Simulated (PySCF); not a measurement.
Isomers of [C6H8NS]+ (charge +1), one GFN2-xTB conformer each. Single-point energies are computed at PBE0/pcSseg-1 (PySCF, gas phase, no added dispersion term), electronic only.

| SMILES | GFN2-xTB relative energy (kJ/mol) |
| --- | --- |
| NCc1cccc[s+]1 | 85.6 |
| C=Cc1csc[n+]1C | 0.0 |

Conformers: `[NH2:1][CH2:2][c:3]1[cH:4][cH:5][cH:6][cH:7][s+:8]1` (charge +1) with H–N1–C2–C3 -78° and 160°, N1–C2–C3–C4 -21°; `[CH2:1]=[CH:2][c:3]1[cH:4][s:5][cH:6][n+:7]1[CH3:8]` (charge +1) with C1–C2–C3–C4 9°.

Question: What does PBE0/pcSseg-1 give for the same structures?

Answer: 
```csv
SMILES,PBE0/pcSseg-1 E (Eh),PBE0/pcSseg-1 (kJ/mol),GFN2-xTB (kJ/mol),point group
NCc1cccc[s+]1,-685.58897,0.0,85.6,C1
C=Cc1csc[n+]1C,-685.58852,1.2,0.0,–
```

GFN2-xTB puts C=Cc1csc[n+]1C lowest instead. As drawn, the lower has an N–H bond, which the higher lacks. Neighbours under 21 kJ/mol apart (NCc1cccc[s+]1 and C=Cc1csc[n+]1C) can change places with a better method, another conformer or zero-point energy.

Question: Which frontier levels and rotational constants go with these structures?

Answer: 
```csv
SMILES,"HOMO (eV, PBE0/pcSseg-1)",LUMO (eV),"A, B, C (MHz)"
NCc1cccc[s+]1,-11.28,-7.64,"3297, 1397, 999.3"
C=Cc1csc[n+]1C,-11.48,-6.39,"2741, 1549, 996.6"
```

Question: As an exercise, what shares would exp(−E/RT) give at 1000 K from these electronic energies alone (no entropy, no degeneracies)?

Answer: RT = 8.314 kJ/mol: NCc1cccc[s+]1 53.5 %, C=Cc1csc[n+]1C 46.5 %.
